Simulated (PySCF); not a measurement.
Exercise with solution: oscillator strength and radiative lifetime

C3H5FOSi, SMILES C([Si@H](C#C)O)F.

Geometry: PBE0-D3(BJ)/def2-SVP. The structure was generated by enumeration; whether it is a known compound was not checked. One conformer was computed; it need not be the lowest.

TDA-PBE/def2-SVPD (PySCF) puts the first singlet state with f over 0.02 at 6.22 eV (vertical), with the transition dipole (0.326, 0.147, -0.101) in atomic units.

Find the oscillator strength, the wavelength and the radiative lifetime that this transition would have in vacuum if emission retraced absorption.


|μ|² = 0.1381 au, so |μ| = 0.94 D. ΔE = 6.22/27.211 = 0.2286 hartree. f = (2/3) ΔE |μ|² = 0.021 (the program prints 0.021).
λ = 1239.84/6.22 = 199 nm; ν = 50168 cm⁻¹.
Einstein's coefficient A = 0.6670 ν² f s⁻¹ (ν in cm⁻¹) = 3.5e7 s⁻¹, so τ = 1/A = 28 ns. This state is S4; the lower singlets have f = 0.004, 0.007, 0.017. The figure is the radiative limit of this one transition; relaxation, internal conversion, crossing to triplets and a medium change what is measured.
